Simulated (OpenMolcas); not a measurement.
# Ru²⁺: effect of correlating more closed shells

| Property | Result |
| --- | --- |
| Program | OpenMolcas 26.06 |
| Basis | ANO-R3 [8s6p5d3f2g1h] |
| Scalar Hamiltonian | X2C, finite nucleus |
| Active space | 6 electrons in 5 orbitals (4d) |
| State averaging | 2S+1 = 5 even, 5 roots; 2S+1 = 3 even, 45 roots; 2S+1 = 1 even, 50 roots |
| Spin-orbit coupling | RASSI with atomic mean-field integrals over the reference wave functions, term energies averaged over their components |

Methods on the same reference wave functions:
A. CASSCF
B. MS-CASPT2, IPEA 0.25 Eh, imaginary shift 0.1 Eh (closed shells correlated: none)
C. MS-CASPT2, IPEA 0.25 Eh, imaginary shift 0.1 Eh (closed shells correlated: 4s 4p)

Energies in cm-1 above 4d6 5D4, the measured ground level; measured values from Moore, Atomic Energy Levels, vol. III, NSRDS-NBS 35 (1971 reprint of NBS Circular 467, 1958).

| Level | A | B | C | Measured |
| --- | --- | --- | --- | --- |
| 4d6 5D4 | 0.0 | 0.0 | 0.0 | 0.0 |
| 4d6 5D3 | 1159 | 1174 | 1175 | 1159 |
| 4d6 5D2 | 1879 | 1861 | 1867 | 1826 |
| 4d6 5D1 | 2339 | 2310 | 2320 | 2266 |
| 4d6 5D0 | 2561 | 2520 | 2540 | 2476 |
| 4d6 3H6 | 17782 | 17090 | 15580 |  |
| 4d6 3H5 | 18191 | 17260 | 15840 |  |
| 4d6 3P2(1) | 18965 | 15370 | 15320 |  |
| 4d6 3F3(1) | 20698 | 17950 | 17380 |  |
| 4d6 3F2(1) | 21249 | 18440 | 17900 |  |
| 4d6 3P1(1) | 22307 | 18750 | 18650 |  |
| 4d6 3G5 | 22560 | 20390 | 19190 |  |
| 4d6 3P0(1) | 23145 | 19180 | 19340 |  |
| 4d6 3G4 | 23691 | 21260 | 20210 |  |
| 4d6 3G3 | 24003 | 21520 | 20480 |  |
| 4d6 1I6 | 27256 | 26180 | 23980 |  |
| 4d6 3D2 | 28504 | 23630 | 23040 |  |
| 4d6 3D1 | 28633 | 23780 | 23200 |  |
| 4d6 3D3 | 28862 | 23990 | 23370 |  |
| 4d6 1G4(1) | 29322 | 25620 | 25390 |  |
| 4d6 1S0(1) | 33736 | 27080 | 28100 |  |
| 4d6 1D2(1) | 35323 | 30630 | 29410 |  |
| 4d6 1F3 | 39657 | 33930 | 32280 |  |
| 4d6 3P0(2) | 45252 | 36970 | 36530 |  |

Deviations, from unrounded energies. A percentage is the sum of absolute deviations over the sum of measured energies, with the sign that they share, or ± where signs differ.

| Against measurement | Levels | A | B | C |
| --- | --- | --- | --- | --- |
| mean absolute deviation (cm-1) | 4 | 53 | 36 | 43 |
| fine structure of the ground term (%) | 4 | +2.7 | +1.8 | +2.2 |

B lies closest to measurement on these levels and A furthest from it. The largest miss of B in the table is 4d6 5D0, by +49 cm-1. The ranking rests on the paired levels alone, and a cruder setting can come out closer through cancelling errors.

Between B and C the level of the table that moves most is 4d6 1I6, by 2200 cm-1 (lowest in C, highest in B). Moves below CASPT2's spread within the term are not significant.

The two smallest mean deviations differ by little beside CASPT2's spread within terms, so their order carries little weight.

From A to B the spin-free energies of the other terms of 4d6 shown, above 5D, scale by factors of 0.78 to 0.96, as is usual when dynamic correlation screens the repulsion within a d or f shell.

The lowest spin-free term lies below A's lowest term by 0.123 hartree in B, 0.477 hartree in C.

What an inner shell adds also hangs on whether the basis holds functions to correlate it.

Term energies are means over components that CASPT2 splits; among the terms shown or strongly mixed into the levels shown the widest spread is 1800 cm-1 (4d6 1I, C). Levels of configurations with an s electron are missing; early in the row they begin among the upper levels of the d shell and mix with terms of their name. The CASPT2 spread within a term exceeds the gap to the next term for 4d6 1S(1) and 4d6 1I, so the order of their levels is uncertain (figures for B; the like holds for C). Without dynamic correlation excited terms often stand tens of per cent too high (terms of higher spin than the ground term too low), and those without a measured partner can miss by more than the paired ones (holds for A). Computed and measured levels are paired by configuration, term and J; levels that our copy of the source lacks, or whose pairing is in doubt (as where it misses far off the trend of its configuration), stay unpaired and out of the deviations. Only configurations of the active space appear. The table leaves out levels that lie high or whose names do not pair safely across all columns.

A number in round brackets counts repeated terms of one configuration in the order of the reference energies.
